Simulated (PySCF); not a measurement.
Ligands exchanged one at a time, Ga Br-SiH3. All species are isolated molecules in the gas phase. Strings in code marks are SMILES.

The vertical ionisation energy (Delta-SCF) from two functionals at the same geometries (B3LYP-D3(BJ)/def2-TZVP), both in PySCF: PBE-D3(BJ)/def2-TZVP and M06-2X/def2-TZVP. Delta-SCF ions had no search for a lower state. 

| species | PBE-D3(BJ)/def2-TZVP (eV) | M06-2X/def2-TZVP (eV) |
|---|---|---|
| 0 of 3 Br replaced by SiH3 (`[Br][Ga]([Br])[Br]`) | 10.02 | 11.06 |
| 1 of 3 Br replaced by SiH3 | 9.50 | 10.11 |
| 2 of 3 Br replaced by SiH3 | 8.67 | 9.09 |

Over these rows, drawn at random from the members with no instability flagged (it was tested for open shells, ions and some series alone), PBE minus M06-2X: mean -0.69 eV, from -1.03 eV to -0.42 eV.
